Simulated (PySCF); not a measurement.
Cs²⁰⁺: ionisation energy

Cs²⁰⁺ [Ar] 3d10 4s2 4p5 [4p1/2^2 4p3/2^3, M_J = 3/2] → Cs²¹⁺ [Ar] 3d10 4s2 4p4 [4p1/2^2 4p3/2^2, M_J = 2], as a difference of total energies. All numbers are calculated (PySCF 2.14, the two-component X2C-1e Hamiltonian, in an uncontracted even-tempered set (18 s from 1.3 bohr⁻², ratio 2.8; 14 p from 1.7 bohr⁻², ratio 2.8; 9 d from 2.9 bohr⁻², ratio 2.8; 4 f from 10 bohr⁻², ratio 3)). Correlated levels: [Ne] frozen; the 92 highest virtual spinors dropped. "Screened" scales the spin-orbit matrix elements by Boettger's factors to mimic the two-electron term; Breit and QED terms are absent.

```
                    method  ionisation energy (eV)
 GHF (screened spin-orbit)                  627.92
GMP2 (screened spin-orbit)                  629.18
```

Question: How much does correlation contribute at GMP2 (screened spin-orbit)?

Answer: 629.18 − (627.92) = 1.26 eV, measured against GHF (screened spin-orbit).

Breit and QED terms and the two-electron picture change are absent.

The labels give the starting determinants; with spin-orbit coupling the two ends relaxed to ⟨J²⟩ = 3.75, ⟨L²⟩ = 2.02, ⟨S²⟩ = 0.77 and ⟨J²⟩ = 6.01, ⟨L²⟩ = 2.99, ⟨S²⟩ = 1.54.

For comparison: 629 ± 4 eV (theoretical estimate listed by NIST; NIST Atomic Spectra Database, ionization energies).
